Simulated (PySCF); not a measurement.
## Vibration and rotation of CaTl⁺

RHF-CCSD(T) constants of CaTl⁺, ¹Σ⁺ (singlet), closed shell (Ca def2-SVP, Tl def2-SVP with ECP60; scalar-relativistic core potentials (PySCF 2.14); masses 39.9626 and 204.9744 u):

```
ωe              : 98.0 cm⁻¹
ωexe            : 0.236 cm⁻¹
Be              : 0.03617 cm⁻¹
αe              : 0.000136 cm⁻¹
D (centrifugal) : 1.97e-08 cm⁻¹
```

Question: Estimate the standard entropy (1 bar) and heat capacity of the ideal gas at 1500 K, rigid rotor with B0 and harmonic oscillator at the fundamental.

Answer: Translation (Sackur–Tetrode, M = 244.94 u): 211.0 J/(mol K). Rotation: q = kT/(σB0) = 28900 with σ = 1, 93.7. Vibration: x = hcν0/kT = 0.0935, 28.02. S° = 332.8 J/(mol K); Cp = 7R/2 + 8.31 = 37.4 J/(mol K).

Correlated steps freeze 9 core orbitals. Spin–orbit coupling is left out.
